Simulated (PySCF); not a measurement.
# SMILES C#CCC[Se]C#[N+][AlH3-], C5H8AlNSe

Molfile (atoms numbered from 1):
```
C5H8AlNSe
     RDKit          3D

 16 15  0  0  0  0  0  0  0  0999 V2000
   -3.5131   -0.4765    1.2223 C   0  0  0  0  0  0  0  0  0  0  0  0
   -2.8769    0.1921    0.4615 C   0  0  0  0  0  0  0  0  0  0  0  0
   -2.0758    0.9841   -0.4515 C   0  0  0  0  0  0  0  0  0  0  0  0
   -0.6242    0.5347   -0.3509 C   0  0  0  0  0  0  0  0  0  0  0  0
    0.5074    1.5970   -1.6070 Se  0  0  0  0  0  2  0  0  0  0  0  0
    1.9976    0.7472   -1.1359 C   0  0  0  0  0  0  0  0  0  0  0  0
    2.9323    0.1599   -0.7892 N   0  0  0  0  0  0  0  0  0  0  0  0
    3.2668   -1.3012    0.5101 Al  0  0  0  0  0  4  0  0  0  0  0  0
   -4.0864   -1.0537    1.8845 H   0  0  0  0  0  0  0  0  0  0  0  0
   -2.1689    2.0430   -0.1879 H   0  0  0  0  0  0  0  0  0  0  0  0
   -2.4508    0.8461   -1.4713 H   0  0  0  0  0  0  0  0  0  0  0  0
   -0.2200    0.6906    0.6507 H   0  0  0  0  0  0  0  0  0  0  0  0
   -0.5065   -0.5144   -0.6271 H   0  0  0  0  0  0  0  0  0  0  0  0
    3.8112   -2.3953   -0.4662 H   0  0  0  0  0  0  0  0  0  0  0  0
    4.2298   -0.5500    1.4876 H   0  0  0  0  0  0  0  0  0  0  0  0
    1.7698   -1.4946    1.0132 H   0  0  0  0  0  0  0  0  0  0  0  0
  1  2  3  0
  2  3  1  0
  3  4  1  0
  4  5  1  0
  5  6  1  0
  6  7  3  0
  7  8  1  0
  1  9  1  0
  3 10  1  0
  3 11  1  0
  4 12  1  0
  4 13  1  0
  8 14  1  0
  8 15  1  0
  8 16  1  0
M  CHG  2   7   1   8  -1
M  END
```

Method: PySCF 2.14.0, GIAO B3LYP/pcSseg-1 magnetisability, rotational g tensor and spin-rotation constants, non-relativistic, gas phase. Geometry: GFN2-xTB.

The calculation is non-relativistic, which matters for the atoms heavier than Zn.

Task: Give the nuclear spin-rotation constants along the inertial axes (H = +C I·J) beside the isotropic shieldings.

Result: Rotational constants 1.3177, 0.6048, 0.4193 GHz. A star marks the isotopologue with that one atom substituted, in its own axes.
```csv
atom,isotope,Caa (kHz),Cbb (kHz),Ccc (kHz),mean (kHz),σ (ppm)
N7,14N,0.093,0.110,0.092,0.098,-32.0
Al8,27Al,0.754,0.357,0.234,0.448,429.8
H9,1H,-0.116,-0.008,-0.050,-0.058,30.1
H10,1H,-0.128,-0.045,-0.009,-0.061,29.3
H11,1H,-0.128,-0.045,-0.010,-0.061,29.3
H12,1H,-0.112,-0.045,-0.005,-0.054,27.9
H13,1H,-0.112,-0.044,-0.005,-0.054,27.9
H14,1H,-0.063,-0.044,0.001,-0.035,27.8
H15,1H,-0.064,-0.044,0.002,-0.036,27.8
H16,1H,0.018,-0.030,-0.033,-0.015,27.6
C1,13C*,0.332,0.081,0.141,0.184,102.4
C2,13C*,0.368,0.049,0.157,0.192,100.2
C3,13C*,0.192,0.091,0.066,0.116,161.4
C4,13C*,0.236,0.095,0.087,0.139,142.2
Se5,77Se*,1.213,1.229,0.727,1.056,1663.4
C6,13C*,0.230,0.205,0.199,0.211,44.6
```
For the geometry as given, no vibrational averaging.

Task: How do the rotational constants and the g tensor change when H9, H10, H11, H12, H13, H14, H15, H16 are replaced by deuterium?

Result: Constants 1.2085, 0.5553, 0.3886 GHz; g -0.0142, -0.0098, -0.0092, against -0.0160, -0.0106, -0.0100 before.
